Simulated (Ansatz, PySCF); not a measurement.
Noncovalent pair: N2 (SMILES N#N) (first 2 atoms) with C2H6 (SMILES CC); geometry from B3LYP-D3(BJ)/def2-TZVP.
(charge 0, multiplicity 1):
```xyz
10

N     -0.4772    -0.1264    -0.2476
N      0.6068    -0.2326    -0.3076
C     -0.6721     0.4266     3.4491
C      0.6396    -0.3364     3.2889
H     -1.1652     0.5788     2.4871
H     -0.5070     1.4099     3.8941
H     -1.3689    -0.1137     4.0929
H      0.4759    -1.3194     2.8427
H      1.1290    -0.4901     4.2526
H      1.3390     0.2033     2.6475
```

Interaction energies are E(AB) − E(A) − E(B) at the monomers' geometry in the complex; basis-set methods are counterpoise corrected. Rows marked so take none.

Rows in 6-31G* carry no dispersion term and start afresh at each structure (6-31G* with six Cartesian d functions).

The values were computed with Ansatz (Gaussian basis) for Hartree–Fock, density functionals and correlated methods; PySCF for 6-31G* rows, the dispersion terms. Values without a source in brackets are computed.

Q: One of these levels gives -0.90 kcal/mol for the interaction energy. Name it.
A) BP86/6-31G* (no counterpoise)
B) BLYP/def2-TZVPPD
C) PBE-D3(BJ)/def2-TZVPPD

A: C, PBE-D3(BJ)/def2-TZVPPD. The others give 0.80 (BLYP/def2-TZVPPD), 0.38 (BP86/6-31G* (no counterpoise))

Ansatz is a first-principles code.
